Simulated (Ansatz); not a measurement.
Reaction (substitution at a C–S bond): `C[O][Sn]([CH3])([F])[S]C` + `NC[SeH]` → `CNC[SeH]` + `C[O][Sn]([CH3])([F])[SH]`

Program: Ansatz. Geometries: PBE0-D4/def2-TZVP. ΔE: electronic, gas phase. CCSD(T)/CBS adds triple-zeta CCSD(T) − MP2 to the extrapolated MP2 energy (def2 sets, frozen cores). DFT in def2-TZVPP. def2 core potentials past Kr. For Se, Sn outer-core shells are correlated without core-valence functions, which leaves a few kJ/mol of doubt a bond. Scalar relativity is left out up to krypton. One conformer a species, not always the lowest.

```json
{"level": "ωB97M-V", "ΔE (kcal/mol)": "1.6"}
{"level": "PBE", "ΔE (kcal/mol)": "1.5"}
{"level": "PBE0", "ΔE (kcal/mol)": "1.2"}
{"level": "HF/def2-TZVPP", "ΔE (kcal/mol)": "-0.3"}
{"level": "SCS-MP2/def2-TZVPP", "ΔE (kcal/mol)": "1.4"}
{"level": "CCSD/def2-TZVPP", "ΔE (kcal/mol)": "0.8"}
{"level": "MP2/def2-QZVPP", "ΔE (kcal/mol)": "2.5"}
{"level": "HF/CBS(def2)", "ΔE (kcal/mol)": "-0.2"}
```

What does CCSD(T)/CBS give? (Estimate.)

Computed: +2.3 kcal/mol. The listed levels differ from it by -0.7, -0.8, -1.1, -2.6, -0.9, -1.5, 0.2, -2.5 kcal/mol.

Largest T1 diagnostic among the species: 0.013.

In def2-TZVPP, CCSD(T) changes the Hartree–Fock value by +1.5 kcal/mol (the triples alone add +0.4 kcal/mol) and MP2 by +2.1 kcal/mol. The D4 term adds +1.0 kcal/mol with B3LYP and +0.6 kcal/mol with PBE0; it sums over pairs of atoms, weighted by their polarisabilities, and B3LYP, whose exchange is more repulsive, gets the larger term.

B3LYP here is the variant with VWN-RPA as its local correlation; programs differ in this.
